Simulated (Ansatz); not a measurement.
Geometry optimisation, UKS PBE/def2-SVP (Ansatz).

Input file:

```yaml
crystal:
  periodic: [false, false, false]
  atoms:
    - { symbol: B, position_ang: [0.0, 0.0, 0.0] }
    - { symbol: Cl, position_ang: [0.0, 0.0, 2.11] }
    - { symbol: F, position_ang: [1.1431, 0.0, -0.66] }
    - { symbol: F, position_ang: [-1.1431, 0.0, -0.66] }
    - { symbol: F, position_ang: [0.0, 0.0, 3.91] }
magnetization:
  spin_polarized: true
  initial_magnetization: 1
basis:
  gaussian: { orbitals: def2-SVP }
hamiltonian:
  xc: pbe
relax:
  f_tol: 0.15
  max_steps: 25
  restrain:
    - { distance: [1, 4], at: 1.5, k: 30.0 }
    - { distance: [0, 1], at: 3.06, k: 30.0 }
```

Command:

```bash
$ ansatz run input.yaml --threads 2 --pin off --max-ram 3072MiB --backend cpu --events-out ev --progress --plain --runs-dir out
```

**Question.** Where does it end, and by what steps?

**Answer.** The run converged. The restraints hold the end off the free minimum. After 6 steps the energy has risen by 1.353 eV (the restraints' own energy left out); Cl2 moved furthest, 0.59 Å. Parted: B1–Cl2 (2.11 → 3.05 Å).

| step | energy less start (eV) | largest force component (eV/Å) | accepted |
| --- | --- | --- | --- |
| 0 | 0.0000 | 4.254 | yes |
| 1 | 0.8143 | 3.711 | yes |
| 2 | 1.7496 | 6.456 | yes |
| 3 | 1.4434 | 3.445 | yes |
| 4 | 1.3372 | 3.273 | yes |
| 5 | 1.3645 | 3.297 | no |
| 6 | 1.3533 | 3.448 | yes |

```xyz
5
Properties=species:S:1:pos:R:3
B -0.001 -0.002 -0.352
Cl -0.002 -0.005 2.695
F 1.156 0.002 -0.968
F -1.156 0.002 -0.971
F 0.002 0.004 4.296
```

Run time: 15 s on 2 threads of Arm Neoverse V1, with other jobs on the host, peak memory 0.15 GiB.
